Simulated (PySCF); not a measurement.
## Dipole response of Zn (zinc, neutral)

[Ar] 3d9 4s2 4p1, one real determinant (an excited configuration). Computed with PySCF 2.14 in aug-cc-pVDZ-DK, with the spin-free X2C one-electron Hamiltonian (Gaussian nucleus). Coupled (time-dependent) response in atomic units; α is the mean over directions. A double-zeta set is small for polarisabilities.

```tsv
method	mean α (bohr³)	α xx, yy, zz	C₆ (like pair)	S(−4)
UHF	49.62	40.18, 40.18, 68.50	437.7	1301
PBE	49.68	37.22, 37.22, 74.62	418.0	1779
PBE0	48.23	37.71, 37.71, 69.26	411.1	1425
BHandHLYP	47.02	37.19, 37.19, 66.68	398.3	1315
```

S(−4) is the Cauchy moment in α(ω) = α(0) + S(−4) ω² + …

α(iu) at PBE:

```json
{"u (hartree)": "0", "α(iu) (bohr³)": "49.68"}
{"u (hartree)": "0.0500", "α(iu) (bohr³)": "45.94"}
{"u (hartree)": "0.100", "α(iu) (bohr³)": "39.03"}
{"u (hartree)": "0.200", "α(iu) (bohr³)": "27.05"}
{"u (hartree)": "0.300", "α(iu) (bohr³)": "18.87"}
{"u (hartree)": "0.500", "α(iu) (bohr³)": "10.26"}
{"u (hartree)": "0.750", "α(iu) (bohr³)": "5.879"}
{"u (hartree)": "1.00", "α(iu) (bohr³)": "3.929"}
{"u (hartree)": "1.50", "α(iu) (bohr³)": "2.252"}
{"u (hartree)": "2.00", "α(iu) (bohr³)": "1.527"}
{"u (hartree)": "3.00", "α(iu) (bohr³)": "0.8771"}
{"u (hartree)": "5.00", "α(iu) (bohr³)": "0.4227"}
```

The components differ because the open shell of this determinant is not spherical; for a pure term their mean is the scalar polarisability.

⟨L²⟩ = 7.98 against 12 for a pure F term, so this real determinant mixes terms.
